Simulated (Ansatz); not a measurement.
Correlation energies of Cl₂H₅NO₂Si₂, SMILES `O[Si@H](Cl)N[Si@@H](O)Cl` by basis set

| atom | x (Å) | y (Å) | z (Å) |
| --- | --- | --- | --- |
| O1 | 0.167 | -1.994 | -1.788 |
| Si2 | -0.175 | -1.244 | -0.382 |
| Cl3 | -2.230 | -1.216 | -0.100 |
| N4 | 0.439 | 0.335 | -0.551 |
| Si5 | 0.487 | 1.576 | 0.630 |
| O6 | -0.614 | 1.238 | 1.784 |
| Cl7 | 2.278 | 1.667 | 1.612 |
| H8 | -0.285 | -2.814 | -1.993 |
| H9 | 0.344 | -1.941 | 0.808 |
| H10 | 0.765 | 0.565 | -1.481 |
| H11 | 0.306 | 2.883 | -0.031 |
| H12 | -1.482 | 0.945 | 1.493 |

Total charge 0; spin multiplicity 1. The geometry is a stationary point of PBE0-D4/def2-TZVP. It is one conformer, not always the lowest. Frozen core, restricted reference, Ansatz. CBS rows extrapolate triple and quadruple zeta; past MP2 they add the triple-zeta difference.

```json
{"basis": "def2-TZVPP", "HF (Eh)": "-1704.39616", "MP2 corr.": "-1.29807", "CCSD corr.": "-1.35256", "(T)": "-0.05312", "CCSD(T) total": "-1705.80184"}
{"basis": "def2-QZVPP", "HF (Eh)": "-1704.45078", "MP2 corr.": "-1.41222", "CCSD corr.": "–", "(T)": "–", "CCSD(T) total": "–"}
{"basis": "CBS(def2)", "HF (Eh)": "-1704.45830", "MP2 corr.": "-1.49678", "CCSD corr.": "-1.55127", "(T)": "as TZ", "CCSD(T) total": "-1706.06269"}
```
